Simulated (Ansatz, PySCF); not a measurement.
Complex: PH3 (SMILES P) (first 4 atoms) with AsH3 (SMILES [AsH3]); geometry from B3LYP-D3(BJ)/def2-TZVP, rigid monomers moved along the line of their centres of mass till P1···As5 is 3.28 Å.
(charge 0, multiplicity 1):
```xyz
8

P     -0.024     0.122    -0.475
H      1.388    -0.002    -0.460
H     -0.238    -1.264    -0.273
H     -0.111     0.025    -1.888
As     0.197     0.351     2.787
H      0.295     0.477     4.306
H     -1.313     0.551     2.803
H      0.454     1.838     2.582
```

Interaction energies are E(AB) − E(A) − E(B) at the monomers' geometry in the complex; basis-set methods are counterpoise corrected.

Correlated levels freeze the cores. Filled d and f shells under p-block atoms count as core. CBS: X⁻³ extrapolation of the correlation energy, Hartree–Fock from the larger set.

Programs: Ansatz (Gaussian orbitals); PySCF for the dispersion terms. Each number belongs to the level named beside it.

PBE/def2-TZVPPD gives -0.01 kcal/mol for the interaction energy.

Question: Where do these levels fall relative to PBE: PBE-D3(BJ)/def2-TZVPPD, r2SCAN/def2-TZVPPD, B3LYP/def2-TZVPPD, wB97M-V/def2-TZVPPD, MP2/CBS(def2-SVPD, def2-TZVPPD), CCSD(T)/CBS(def2-SVPD, def2-TZVPPD).

Answer: PBE-D3(BJ)/def2-TZVPPD -1.35; r2SCAN/def2-TZVPPD -0.16; B3LYP/def2-TZVPPD 1.62; wB97M-V/def2-TZVPPD -0.45; MP2/CBS(def2-SVPD, def2-TZVPPD) -0.47; CCSD(T)/CBS(def2-SVPD, def2-TZVPPD) 0.07 kcal/mol. 2 of 6 lie above PBE; the widest gap is to B3LYP/def2-TZVPPD.

Ansatz is a program for electronic structure.
